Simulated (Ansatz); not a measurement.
A CCSD(T) single point on `Cl[B]1C[NH][GeH2]1`.

```yaml
crystal:
  periodic: [false, false, false]
  atoms:
    - {symbol: Cl, position_ang: [-1.951836, -0.449510, 2.143344]}
    - {symbol: B, position_ang: [-0.816325, -0.133786, 0.884212]}
    - {symbol: C, position_ang: [0.515837, -0.889827, 0.523184]}
    - {symbol: N, position_ang: [1.064923, 0.057728, -0.461730]}
    - {symbol: Ge, position_ang: [-0.444093, 1.130441, -0.717072]}
    - {symbol: H, position_ang: [1.190590, -1.087730, 1.367958]}
    - {symbol: H, position_ang: [0.244439, -1.878908, 0.110703]}
    - {symbol: H, position_ang: [1.629438, -0.337275, -1.198365]}
    - {symbol: H, position_ang: [-1.208976, 0.900970, -2.043776]}
    - {symbol: H, position_ang: [-0.140797, 2.636797, -0.605558]}
basis:
  gaussian: {orbitals: def2-SVP}
correlation: {method: ccsd_t}
```

```sh
$ ansatz run in.yaml --threads 4 --pin off --events-out ev --progress --plain --max-ram 10444MiB
```

The program prints (abridged):

```
Functional definition: HF
1164 factors; integrals over basis functions are off by at most 1.4e-3 eV
mean field evaluation 1: about -72223.6650 eV, gradient 3.2e1 eV
mean field evaluation 2: about -72223.7444 eV, gradient 3.2e1 eV
mean field evaluation 4: about -72226.5751 eV, gradient 3.9e0 eV
mean field evaluation 8: about -72226.6359 eV, gradient 3.7e-4 eV
mean field -72226.63588995 eV, -2654.2799119836 hartree, gradient 2.4e-6 eV, S^2 0.000000; 0 other end points of the search recorded, 0 dependent functions left out
17 core orbitals not correlated: weight in the atoms' cores, before any rotation towards them, 1.000 or more for the frozen orbitals, at most 0.000 for the correlated occupied ones
reference -72226.63588995 eV, -2654.2799119836 hartree; 19, 19 occupied and 81, 81 virtual orbitals, 1164 factors
second order -20.27677512 eV of doubles, -0.00000000 eV of singles
cycle   1  -20.70901225 eV  change   -4.3e-1 eV  update   1.1e-1
cycle   2  -21.30974108 eV  change   -6.0e-1 eV  update   3.1e-2
cycle   3  -21.41190094 eV  change   -1.0e-1 eV  update   1.6e-2
cycle   4  -21.40145317 eV  change    1.0e-2 eV  update   4.5e-3
cycle   5  -21.40167283 eV  change   -2.2e-4 eV  update   2.3e-3
cycle   6  -21.40149803 eV  change    1.7e-4 eV  update   8.3e-4
cycle   7  -21.40123561 eV  change    2.6e-4 eV  update   4.6e-4
cycle   8  -21.40140756 eV  change   -1.7e-4 eV  update   2.2e-4
cycle   9  -21.40143643 eV  change   -2.9e-5 eV  update   1.1e-4
cycle  10  -21.40140749 eV  change    2.9e-5 eV  update   4.0e-5
perturbative correction -0.67341026 eV, -0.0247473706 hartree
Total energy: -72248.71070770 eV, -2655.0911465730 hartree
```

It took 9.5 s on 4 threads of an Arm Neoverse V1 on a shared host, with 0.61 GiB of host memory at the peak.

Correlation energy per correlated electron: -0.581 eV. T1 diagnostic: 0.0124.
